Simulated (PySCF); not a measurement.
Electronic structure of Te (tellurium, neutral) at the UHF level

Configuration: [Kr] 4d10 5s2 5p4, high-spin 3P determinant. Calculation: PySCF 2.14, in def2-SVP with the def2 core potential (28 electrons) (4s4p2d, 26 functions); a scalar-relativistic core potential.

- Total energy: -266.996813 hartree
- One-electron energy: -466.7333 hartree
- Hartree (Coulomb) energy: 219.5224 hartree
- Exchange energy: -19.7859 hartree
- ⟨S²⟩: 2.0074
- ⟨L²⟩: 2.022
- Sum of ⟨r⟩: 31.24 bohr
- Sum of ⟨r²⟩: 59.72 bohr²
- Traceless quadrupole moment −½Σ⟨3z² − r²⟩ along its main axis: -3.50 e·bohr²
- Time after the integrals: 0.06 s of wall time on 1 thread of Neoverse-V2 (shared host)

| shell | electrons | mean orbital energy (eV) | spread (eV) | rms radius, mean of both spins (bohr) |
| --- | --- | --- | --- | --- |
| 4s α | 1 | -194.17 | 0 | 0.820 |
| 4s β | 1 | -193.82 | 0 | 0.820 |
| 4p α | 3 | -138.83 | 0.598 | 0.882 |
| 4p β | 3 | -138.47 | 0.157 | 0.882 |
| 4d α | 5 | -53.219 | 0.651 | 1.04 |
| 4d β | 5 | -52.914 | 0.396 | 1.04 |
| 5s α | 1 | -22.559 | 0 | 2.29 |
| 5s β | 1 | -18.075 | 0 | 2.29 |
| 5p α | 3 | -10.255 | 1.462 | 2.85 |
| 5p β | 1 | -8.314 | 0 | 2.85 |

Energies and moments cover only the electrons outside the core potential.
